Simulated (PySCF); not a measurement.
Species: C6H11O (doublet state).
Structure used (GFN2-xTB), in Å, numbered top down from 1:
```xyz
18
C6H11O angstrom
C      3.2198    0.3792   -0.0255
O      2.0480   -0.3593    0.1823
C      0.8938    0.2136   -0.2910
C     -0.3641   -0.5010   -0.0831
C     -1.3714   -0.5414   -1.2649
C     -2.5091   -0.1774   -0.3039
C     -1.4754    0.1902    0.7662
H      3.4294    0.4990   -1.0952
H      4.0294   -0.1791    0.4421
H      3.1517    1.3739    0.4310
H      0.9287    1.2380   -0.6247
H     -0.1376   -1.4987    0.2932
H     -1.4566   -1.4957   -1.7795
H     -1.1673    0.2398   -1.9941
H     -3.1133   -1.0385   -0.0251
H     -3.1687    0.6254   -0.6270
H     -1.3130    1.2630    0.8485
H     -1.6331   -0.2247    1.7588
```

The hyperfine couplings belong to this conformer and change with its torsions.

As a line formula: `C1CC([CH]OC)C1` [radical].

Method used: PySCF, UKS B3LYP, pcH-1 on C H O, non-relativistic, mean-field spin-orbit, GIAO. One conformer (not necessarily the lowest) at the GFN2-xTB geometry, without solvent, vibrations or thermal averaging. A GFN2-xTB geometry isn't a minimum of the functional, and hyperfine couplings can be far from their values at a DFT geometry. The SCF solution wasn't tested for stability.

(1) Give the principal g shifts and their parts.

(2) What effective moment and Curie constant follow for a powder?

(3) How much does each term add to the isotropic shift?

(4) What are the electron Larmor frequencies g μB B/h along the three axes at 340 mT?

(5) In a frozen sample, at which fields do the three g values resonate at 9.5, 34, 94 and 263 GHz (hyperfine left aside), and which band first spreads them over more than twice a line width of 0.3 mT?

Results:

(1) 
| Δg (ppm) | 1 | 2 | 3 |
| --- | --- | --- | --- |
| relativistic mass correction | -193 | -193 | -193 |
| gauge correction | 0 | 60 | 42 |
| orbital Zeeman/spin–orbit | -92 | 909 | 1843 |
| total | -286 | 775 | 1692 |

So g = 2.00203, 2.00309, 2.00401 and g_iso = 2.00305; the tensor is rhombic: the two nearest values differ by 46 % of g3 − g1. Axes: g3 points within 2° of the C1–O2 bond.

(2) With the mean of g² = 4.0122 and S(S+1) = 0.75: μ_eff = √(⟨g²⟩S(S+1)) = 1.735 μB and χT = 0.12505·⟨g²⟩·S(S+1) = 0.376 cm³ K/mol (cgs; spin-Hamiltonian part alone).

(3) The orbital-Zeeman/spin–orbit term 887, the mass correction -193 and the gauge correction 34 ppm, for a total of 727 ppm. The orbital-Zeeman/spin–orbit term is the largest in size. The mass correction is the same along every axis, so the anisotropy comes from the other two: their spans along these axes are 59 (gauge) and 1936 ppm (orbital Zeeman/spin–orbit).

(4) 9.5271, 9.5322, 9.5365 GHz for g1, g2 and g3, a range of 9.4 MHz.

(5) 
```
band    GHz  B(g3) mT  B(g2) mT  B(g1) mT  spread mT
   X    9.5    338.70    338.85    339.03       0.33
   Q   34.0   1212.18   1212.73   1213.38       1.20
   W   94.0   3351.32   3352.86   3354.63       3.31
   J  263.0   9376.57   9380.86   9385.83       9.26
```

The spread grows in proportion to the frequency. Q band is the first where it exceeds 0.6 mT.

The Mulliken spin populations are largest on C3 (+0.89), O2 (+0.11) and C4 (-0.09). No atom but C3 exceeds +0.15. The positive populations add up to 1.15 and the negative ones to -0.15, together 2S = 1. The angles at C3 add up to 359.0°, so it is planar; its axial dipolar tensor and the negative coupling of its proton fit spin in a p orbital normal to that plane.

The HOMO–LUMO gaps are 5.52 eV among the α and 7.22 eV among the β orbitals.
